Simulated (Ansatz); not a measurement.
Ansatz (a first-principles code) input (BLYP/6-31G*):

Ansatz 0.2 input:
```yaml
crystal:
  periodic: [false, false, false]
  atoms:
    - {symbol: Al, position_ang: [-0.00000000, -0.00000000, -0.11592333]}
    - {symbol: H, position_ang: [0.00000000, 0.00000000, 1.50700331]}
basis:
  gaussian:
    orbitals: 6-31G*
hamiltonian:
  xc: {name: BLYP}
total_charge: 1
magnetization: {spin_polarized: true, initial_magnetization: 1}
output: {forces: true}
```

From the last part of the output:

```
WARN ansatz: RAYON_NUM_THREADS=1 ignored (pool sized by the plan → 1); use --threads N
Functional definition: BLYP
integrals: 0.00 GiB planned
197 factors; integrals over basis functions are off by at most 7.0e-4 eV
mean field: 0.06 GiB planned
mean field evaluation 1: about -6601.8494 eV, gradient 1.1e1 eV
mean field evaluation 2: about -6601.1572 eV, gradient 1.2e1 eV
mean field evaluation 4: about -6603.2855 eV, gradient 1.5e-1 eV
mean field evaluation 8: about -6603.2849 eV, gradient 1.3e-3 eV
mean field -6603.28493135 eV, -242.6662453599 hartree, gradient 1.4e-5 eV, S^2 0.755602; 0 other end points of the search recorded, 0 dependent functions left out
the calculation of the forces begins
reference -6603.28516472 eV, -242.6662539360 hartree; 7, 6 occupied and 14, 15 virtual orbitals, 197 factors
Total energy: -6603.28516472 eV, -242.6662539360 hartree
Atom 0 at    -0.000000    -0.000000    -0.115923 Å, force     0.000000    -0.000000    -0.247119 eV/Å
Atom 1 at     0.000000     0.000000     1.507003 Å, force    -0.000000     0.000000     0.247119 eV/Å
Dipole moment:    -0.000000    -0.000000    -0.110195 e Å
```

The dipole moment of an ion depends on the origin.
